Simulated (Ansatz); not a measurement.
Program: Ansatz. Geometries: PBE0-D4/def2-TZVP. ΔE: electronic, gas phase. CCSD(T)/CBS adds triple-zeta CCSD(T) − MP2 to the extrapolated MP2 energy (def2 sets, frozen cores). This one scheme is used for every species. Functionals use def2-TZVPP. Elements past krypton have def2 core potentials. For Y outer-core shells are correlated without core-valence functions, which leaves a few kJ/mol of doubt a bond.

Reaction (ligand exchange at a Y–Cl bond): `[Cl][Y]([Cl])[Cl]` + H–F → `[F][Y]([Cl])[Cl]` + HCl

Task: Is it downhill or uphill in electronic energy at CCSD(T)/CBS, and by how much? (An estimate is asked.)

Result: Ansatz gave: Nearly level: ΔE = +0.01 eV.

Task: What do these levels give: r2SCAN-D4, B97M-V, CAM-B3LYP-D4, PBE-QIDH, revPBE, r2SCAN, r2SCANh, CAM-B3LYP, MP2/def2-TZVPP, MP2/def2-QZVPP, HF/CBS(def2), CCSD/CBS(def2)? (An estimate is asked.)

Result: Ansatz gave: r2SCAN-D4 -0.07, B97M-V -0.08, CAM-B3LYP-D4 -0.13, PBE-QIDH 0.03, revPBE -0.13, r2SCAN -0.08, r2SCANh -0.04, CAM-B3LYP -0.15, MP2/def2-TZVPP 0.04, MP2/def2-QZVPP 0.03, HF/CBS(def2) 0.02, CCSD/CBS(def2) 0.01 eV.

Largest T1 diagnostic among the species: 0.012.

From r2SCAN to r2SCAN0 (25 % exact exchange), in def2-TZVPP and without D4, ΔE moves by +0.08 eV. At CCSD(T), def2-SVP lies −0.16 eV from the extrapolated value and def2-TZVPP +0.00 eV. Leaving LDA and LC-ωPBE aside and taking each functional with its dispersion term where it has one, the values, not all of them listed here, spread over 0.20 eV, from BLYP-D4 to PBE-QIDH.
